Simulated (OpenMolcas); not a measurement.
## Ag VII: effect of the basis set

| Property | Result |
| --- | --- |
| Program | OpenMolcas 26.06 |
| Method | MS-CASPT2, IPEA 0.25 Eh, imaginary shift 0.1 Eh (closed shells correlated: 4s 4p) |
| Active space | 5 electrons in 5 orbitals (4d) |
| State averaging | 2S+1 = 6 even, 1 root; 2S+1 = 4 even, 24 roots; 2S+1 = 2 even, 75 roots |
| Spin-orbit coupling | state interaction with AMFI integrals over the reference wave functions, term energies averaged over their components |

A. ANO-R1 [6s4p3d1f], X2C, finite nucleus; CASPT2 step of the order of 4 core-seconds
B. ANO-RCC-VDZP [6s5p3d1f], DKH2, point nucleus; CASPT2 step roughly 6 core-seconds
C. ANO-R2 [7s5p4d2f1g], X2C, finite nucleus; CASPT2 step of the order of 17 core-seconds
D. ANO-RCC-VTZP [7s6p4d2f1g], DKH2, point nucleus; CASPT2 step about 11 core-seconds
E. ANO-R3 [8s6p5d3f2g1h], X2C, finite nucleus; CASPT2 step about 26 core-seconds
F. ANO-RCC-VQZP [8s7p5d3f2g1h], DKH2, point nucleus; CASPT2 step of the order of 40 core-seconds

Energies in cm⁻¹ above 4d⁵ ⁶S_5/2, the measured ground level; measured values from the list in Gamrath, thesis, University of Mons (2023).

```
               Level      A      B      C      D      E      F  Measured
          4d⁵ ⁶S_5/2    0.0    0.0    0.0    0.0    0.0    0.0       0.0
   4d⁵ ⁴G_5/2 [73 %]  32890  32500  31130  31380  30740  31170     29390
          4d⁵ ⁴G_7/2  33940  33670  31970  32240  31580  32010     30378
         4d⁵ ⁴G_11/2  34250  34000  32240  32510  31830  32260     30662
          4d⁵ ⁴G_9/2  34480  34240  32430  32710  32030  32460     30907
   4d⁵ ⁴P_3/2 [53 %]  36310  35690  34770  34960  34480  34860          
   4d⁵ ⁴P_1/2 [65 %]  37860  37190  36330  36500  36020  36380     34605
          4d⁵ ⁴D_7/2  40500  40190  38090  38430  37750  38270     36485
   4d⁵ ⁴D_1/2 [66 %]  42500  42140  40200  40480  39860  40290     38685
   4d⁵ ⁴D_5/2 [54 %]  43090  42630  40900  41150  40540  40970          
   4d⁵ ⁴D_3/2 [53 %]  43510  43060  41290  41540  40940  41340          
         4d⁵ ²I_11/2  49420  48990  46720  47030  46070  46620     44011
         4d⁵ ²I_13/2  51020  50660  48120  48450  47460  48010     45546
4d⁵ ²D_3/2(1) [52 %]  52900  52130  50540  50810  50100  50630          
   4d⁵ ⁴F_9/2 [65 %]  54560  54060  51640  52080  51180  51880     49104
          4d⁵ ⁴F_5/2  56380  55850  53440  53870  53000  53650     51049
4d⁵ ²F_7/2(1) [51 %]  58300  57600  55570  55860  55080  55570          
   4d⁵ ⁴F_3/2 [52 %]  59080  58460  56170  56500  55700  56250          
   4d⁵ ²H_9/2 [50 %]  59530  58870  56580  56940  56000  56630          
       4d⁵ ²G_7/2(1)  62100  61580  58670  59070  58090  58740     55773
         4d⁵ ²H_11/2  63780  63090  60740  61030  60080  60610     57962
       4d⁵ ²F_7/2(2)  66070  65590  62260  62780  61720  62440     59792
          4d⁵ ²S_1/2  70630  70030  66550  67100  66020  66860          
       4d⁵ ²D_3/2(2)  79010  78180  74950  75510  74380  75260
```

Deviations, from unrounded energies. A percentage is the sum of absolute deviations over the sum of measured energies, with the sign that they share, or ± where signs differ.

| Against measurement | Levels | A | B | C | D | E | F |
| --- | --- | --- | --- | --- | --- | --- | --- |
| mean absolute deviation (cm-1) | 14 | 4700 | 4200 | 2100 | 2400 | 1600 | 2200 |
| other terms of the ground configuration (%) | 14 | +11.0 | +10.0 | +5.0 | +5.8 | +3.9 | +5.1 |

E lies closest to measurement on these levels and A furthest from it. The largest miss of E in the table is 4d⁵ ²G_7/2(1), by +2300 cm-1. The ranking rests on the paired levels alone, and a cruder setting can come out closer through cancelling errors.

Among A to F the level of the table that moves most is 4d⁵ ²D_3/2(2), by 4600 cm-1 (lowest in E, highest in A). Moves below CASPT2's spread within the term are not significant.

Term energies are means over components that CASPT2 splits; among the terms shown or strongly mixed into the levels shown the widest spread is 1100 cm-1 (4d⁵ ⁴F, C). Blocks of more than 70 roots (2S+1 = 2 even) ran without multistate coupling. The CASPT2 spread within a term exceeds the gap to the next term for 4d⁵ ⁴F and 4d⁵ ²F(1), so the order of their levels is uncertain, and so are names and mixing where such terms share a J (figures for A; the like holds for B, C, E). The basis is small and was not contracted for so high a charge (holds for A; B). Measured partners are found by configuration, term and J. A level has none where our copy of the source lacks it or the pairing is in doubt (some pairs that miss far off the trend of their configuration count as doubtful), and it then counts in no deviation. Only configurations of the active space appear. The table leaves out levels that lie high or whose names do not pair safely across all columns.

A share in square brackets marks a mixed level and gives the weight of the term that names it, the lowest over the columns. A number in round brackets counts repeated terms of one configuration in the order of the reference energies.
